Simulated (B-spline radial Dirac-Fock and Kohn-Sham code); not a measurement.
## Binding energies of W⁵⁺ at several levels of theory

System: W⁵⁺, [Xe] 4f14 5d1.

The density-functional columns are spherical, spin-unpolarised Dirac-Kohn-Sham results without Breit or QED terms: −ε is minus the orbital energy of the initial state and ΔSCF the difference of two total energies. The reference in the last column comes from Dirac-Fock (average of configuration) total-energy differences with a finite nucleus, the Breit interaction including its frequency dependence, and self-energy and vacuum-polarisation corrections. All numbers are from a B-spline atomic structure program, in eV; a selection of levels is shown. The Kohn-Sham columns are given as differences from the reference. For the 1s level of heavy atoms much of the gap between ΔSCF and the reference is the Breit and QED part, -349.2 eV here; for other levels the error of the functional can be larger.

| level | LDA −ε − DF | LDA ΔSCF − DF | PBE −ε − DF | PBE ΔSCF − DF | Dirac-Fock |
| --- | --- | --- | --- | --- | --- |
| K (1s) | -219.0 | +337.6 | -160.8 | +397.6 | 69592.4 |
| L1 (2s) | -161.4 | -57.9 | -153.0 | -49.9 | 12178.6 |
| L2 (2p1/2) | -114.0 | +18.7 | -110.2 | +22.4 | 11615.1 |
| L3 (2p3/2) | -127.7 | -13.4 | -125.4 | -11.3 | 10277.6 |
| M1 (3s) | -84.6 | -53.5 | -82.3 | -51.3 | 2897.4 |
| M2 (3p1/2) | -67.1 | -33.7 | -66.2 | -32.9 | 2648.8 |
| M3 (3p3/2) | -66.4 | -35.9 | -65.9 | -35.5 | 2355.9 |
| M4 (3d3/2) | -44.7 | -8.3 | -44.9 | -8.6 | 1942.7 |
| M5 (3d5/2) | -45.9 | -10.6 | -46.1 | -10.9 | 1880.3 |
| N1 (4s) | -46.0 | -30.4 | -44.9 | -29.4 | 672.7 |
| N2 (4p1/2) | -38.3 | -22.8 | -37.9 | -22.4 | 569.1 |
| N3 (4p3/2) | -38.4 | -23.5 | -37.8 | -22.9 | 501.3 |
| N4 (4d3/2) | -26.3 | -11.6 | -26.3 | -11.6 | 331.0 |
| N5 (4d5/2) | -26.3 | -11.8 | -26.3 | -11.8 | 318.5 |
| N6 (4f5/2) | -9.9 | +3.6 | -10.3 | +3.2 | 103.8 |
| N7 (4f7/2) | -10.0 | +3.3 | -10.4 | +2.9 | 101.7 |
| O1 (5s) | -12.9 | -3.2 | -13.2 | -3.6 | 150.3 |
| O2 (5p1/2) | -7.5 | +1.6 | -7.9 | +1.2 | 115.8 |
| O3 (5p3/2) | -7.5 | +1.2 | -7.8 | +0.8 | 105.2 |
| O4,5 (5d) | -5.8 | +1.2 | -6.2 | +0.8 | 62.99 |

Values without a named source are computed, but for edge energies of neutral atoms, which are taken from tables.
